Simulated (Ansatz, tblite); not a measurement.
Spin states of AlCu3⁻, each relaxed with PBE-D4/def2-SVPD in Ansatz. Electronic energies in the gas phase.

The 6-31G sets use Cartesian d functions. The xTB rows come from tblite. B3LYP takes the VWN-RPA correlation. Correlated methods freeze 32 core orbitals. The structure comes from a short search, and lower isomers may exist.

Doublet geometry (Cs within 0.1 Å):

```xyz
4

Al   -0.267    1.377   -0.477
Cu    1.217   -0.606   -0.453
Cu   -1.105   -0.871   -0.582
Cu    0.155    0.100    1.511
```

Quartet geometry (C3v within 0.1 Å):

```csv
atom,x (Å),y (Å),z (Å)
Al1,0.463,-1.329,0.750
Cu2,-1.324,0.424,0.437
Cu3,-0.058,-0.197,-1.442
Cu4,0.919,1.102,0.255
```

⟨S²⟩: doublet 0.76 at PBE0-D4/def2-TZVPD (pure 0.75), quartet 3.77 at PBE0-D4/def2-TZVPD (pure 3.75).

Run but left out: HF/6-31G, HF/def2-SVPD, HF/def2-TZVPD, MP2/def2-SVPD, MP2/def2-TZVPD, CCSD/def2-SVPD, CCSD(T)/def2-SVPD (doublet: ⟨S²⟩ 1.34 to 1.43, where a pure state has 0.75).

Only these spin states were relaxed. Higher spins weren't run and may lie lower.

(1) Estimate which spin state lies lowest at each of these levels, and by how much: GFN1-xTB; GFN2-xTB; LDA (SPW92)/def2-TZVPD; PBE-D4/def2-TZVPD; r2SCAN-D4/def2-TZVPD; B3LYP-D4/6-31G; PBE0-D4/def2-TZVPD; B2PLYP/def2-TZVPD.

Answers

(1) 
```json
{"level": "GFN1-xTB", "quartet − doublet (kcal/mol)": "68.4", "lowest of these": "doublet", "remarks": "–"}
{"level": "GFN2-xTB", "quartet − doublet (kcal/mol)": "65.1", "lowest of these": "doublet", "remarks": "–"}
{"level": "LDA (SPW92)/def2-TZVPD", "quartet − doublet (kcal/mol)": "30.1", "lowest of these": "doublet", "remarks": "HOMO above zero (quartet)"}
{"level": "PBE-D4/def2-TZVPD", "quartet − doublet (kcal/mol)": "27.5", "lowest of these": "doublet", "remarks": "HOMO above zero (doublet), HOMO above zero (quartet)"}
{"level": "r2SCAN-D4/def2-TZVPD", "quartet − doublet (kcal/mol)": "24.4", "lowest of these": "doublet", "remarks": "HOMO above zero (doublet), HOMO above zero (quartet)"}
{"level": "B3LYP-D4/6-31G", "quartet − doublet (kcal/mol)": "21.7", "lowest of these": "doublet", "remarks": "HOMO above zero (quartet)"}
{"level": "PBE0-D4/def2-TZVPD", "quartet − doublet (kcal/mol)": "23.7", "lowest of these": "doublet", "remarks": "HOMO above zero (quartet)"}
{"level": "B2PLYP/def2-TZVPD", "quartet − doublet (kcal/mol)": "27.0", "lowest of these": "doublet", "remarks": "–"}
```

Change of the quartet − doublet gap on mixing in exact exchange, in kcal/mol: PBE to PBE0 (25 % exact exchange) -3.8. The xTB methods have no term that favours high spin, so they put low spin too low.
